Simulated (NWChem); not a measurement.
System: CH6BeOSSi; SMILES C[S][Be][O][SiH3]

Input file for NWChem:

```
start job
memory heap 200 mb stack 900 mb global 1100 mb
geometry units angstroms noautosym nocenter noautoz
  Be     0.338467     0.250168     0.200844
  S      0.640515     2.122194     0.339184
  C     -1.014829     2.787363    -0.081989
  H     -1.322752     2.505226    -1.097808
  H     -0.932644     3.881608    -0.038097
  H     -1.778398     2.469465     0.640652
  O      0.133563    -1.148311     0.103526
  Si    -0.106667    -2.778542     0.006476
  H     -1.265004    -3.067590    -0.891285
  H     -0.393980    -3.337603     1.361349
  H      1.112242    -3.442176    -0.544684
end
basis spherical
  Be library cc-pvtz
  S library cc-pvtz
  C library cc-pvtz
  H library cc-pvtz
  O library cc-pvtz
  Si library cc-pvtz
end
dft
  xc xpbe96 cpbe96
  iterations 150
  semidirect filesize 400000000
end
property
  efieldgrad
end
task dft property
```

Parts of the log:

```
             Northwest Computational Chemistry Package (NWChem) 7.3.0
             --------------------------------------------------------

                             Geometry "geometry" -> ""
                             -------------------------

 Output coordinates in angstroms (scale by  1.889725989 to convert to a.u.)

  No.       Tag          Charge          X              Y              Z
 ---- ---------------- ---------- -------------- -------------- --------------
    1 Be                   4.0000     0.33846700     0.25016800     0.20084400
    2 S                   16.0000     0.64051500     2.12219400     0.33918400
    3 C                    6.0000    -1.01482900     2.78736300    -0.08198900
    4 H                    1.0000    -1.32275200     2.50522600    -1.09780800
    5 H                    1.0000    -0.93264400     3.88160800    -0.03809700
    6 H                    1.0000    -1.77839800     2.46946500     0.64065200
    7 O                    8.0000     0.13356300    -1.14831100     0.10352600
    8 Si                  14.0000    -0.10666700    -2.77854200     0.00647600
    9 H                    1.0000    -1.26500400    -3.06759000    -0.89128500
   10 H                    1.0000    -0.39398000    -3.33760300     1.36134900
   11 H                    1.0000     1.11224200    -3.44217600    -0.54468400

 Effective nuclear repulsion energy (a.u.)     223.1993777934

  pbe96 is a nonlocal functional; adding pw91lda local functional.
                              NWChem Property Module
                              ----------------------

  itol2e modified to match energy
  convergence criterion.

                                 NWChem DFT Module
                                 -----------------

 Summary of "ao basis" -> "ao basis" (spherical)
 ------------------------------------------------------------------------------
       Tag                 Description            Shells   Functions and Types
 ---------------- ------------------------------  ------  ---------------------
 Be                         cc-pvtz                 10       30   4s3p2d1f
 S                          cc-pvtz                 12       34   5s4p2d1f
 C                          cc-pvtz                 10       30   4s3p2d1f
 H                          cc-pvtz                  6       14   3s2p1d
 O                          cc-pvtz                 10       30   4s3p2d1f
 Si                         cc-pvtz                 12       34   5s4p2d1f

[...]

          -----------------------
          Electric field gradient
          -----------------------

 1 a.u. = 0.324123 10**(16) esu/cm**3  ( or statvolts/cm**2 ) = 0.97174 10**(22) v/m**2

 ------------------------------------------------------------
   Atom      X         Y         Z
 ------------------------------------------------------------
    1 Be   0.63961   0.47275   0.37954
 ------------------------------------------------------------

 Electric field gradient in molecular frame (a.u.)
         XX             YY             ZZ             XY             XZ             YZ
 ------------------------------------------------------------------------------------------
       -0.105900       0.180330      -0.074430       0.039290      -0.007662       0.017974

 Principal components (a.u.) and orientation
 of principal axis w.r.t. absolute frame                      Asymmetry parameter eta
 --------------------------------------------------------------------------------------
        0.186707      -0.113795      -0.072912                       0.218970

        0.131155       0.957147      -0.258202
        0.989278      -0.143241      -0.028481
        0.064245       0.251699       0.965671

 ------------------------------------------------------------
   Atom      X         Y         Z
 ------------------------------------------------------------
    2 S    1.21040   4.01037   0.64096
 ------------------------------------------------------------

 Electric field gradient in molecular frame (a.u.)
         XX             YY             ZZ             XY             XZ             YZ
 ------------------------------------------------------------------------------------------
       -1.205068      -0.146702       1.351770       1.063864      -0.696627       0.232477

 Principal components (a.u.) and orientation
 of principal axis w.r.t. absolute frame                      Asymmetry parameter eta
 --------------------------------------------------------------------------------------
       -2.016238       1.530350       0.485888                       0.518025

        0.838729      -0.257409       0.479869
       -0.503172      -0.029402       0.863686
        0.208211       0.965855       0.154181

 ------------------------------------------------------------
   Atom      X         Y         Z
 ------------------------------------------------------------
    3 C   -1.91775   5.26735  -0.15494
 ------------------------------------------------------------

 Electric field gradient in molecular frame (a.u.)
         XX             YY             ZZ             XY             XZ             YZ
 ------------------------------------------------------------------------------------------
       -0.194473       0.071781       0.122692       0.156687      -0.085649       0.039417

 Principal components (a.u.) and orientation
 of principal axis w.r.t. absolute frame                      Asymmetry parameter eta
 --------------------------------------------------------------------------------------
       -0.288567       0.144463       0.144103                       0.001247

        0.884693      -0.428995       0.182431
       -0.409127      -0.526922       0.744962
        0.223458       0.733701       0.641677

 ------------------------------------------------------------
   Atom      X         Y         Z
 ------------------------------------------------------------
    4 H   -2.49964   4.73419  -2.07456
 ------------------------------------------------------------

[...]
```

Level: PBE/cc-pVTZ. The geometry was optimised at PBE0/def2-SVP. NWChem prints the field gradient with the sign opposite to the second derivative of the potential.
